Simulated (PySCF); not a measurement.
# MRb cations for M along group 13

MP2 with double-zeta basis sets in PySCF, for the lowest determinant that a PBE0 search found; no spin–orbit coupling. De refers to high-spin ground-configuration atoms (the charge goes to the atom of lower measured ionisation energy or higher electron affinity, which is not always the lowest computed limit).

| M | basis | reference, frozen orbitals | charged atom | state (unpaired electrons) | Re (Å) | ωe (cm⁻¹) | De (eV) |
| --- | --- | --- | --- | --- | --- | --- | --- |
| B | def2-SVPD | UHF, 1 | Rb+ | doublet (σ ↑) | 3.601 | 124 | 0.29 |
| Al | def2-SVP | UHF, 5 | Rb+ | doublet (σ ↑) | 4.143 | 74.9 | 0.42 |
| In | def2-SVP | UHF, 4 | Rb+ | doublet (σ ↑) | 4.216 | 47.4 | 0.44 |
| Tl | def2-SVP | UHF, 4 | Rb+ | doublet (σ ↑) | 4.261 | 41.7 | n/a |

The shortest bond is that of RbB⁺ (3.601 Å), the longest that of RbTl⁺ (4.261 Å).

The rows differ in basis set, which adds steps of its own.

Down a group the atoms grow and get heavier, so bonds lengthen and wavenumbers fall; this series shows no clear exception.

Correlated steps freeze the inner cores (1 to 5 orbitals); shallow outer-core shells are correlated. Weak bonds: RbAl⁺, RbB⁺, RbIn⁺. Basis-set superposition, not corrected here, can be much of De in a small basis, most of all at correlated wavefunction levels. Spin–orbit coupling is left out, which matters for elements this heavy, above all for dissociation energies. For an ion De counts to the pair picked by the measured ionisation energies or electron affinities, which need not be the lowest pair at this level. States were picked by a PBE0 search and need not be the measured ground states.
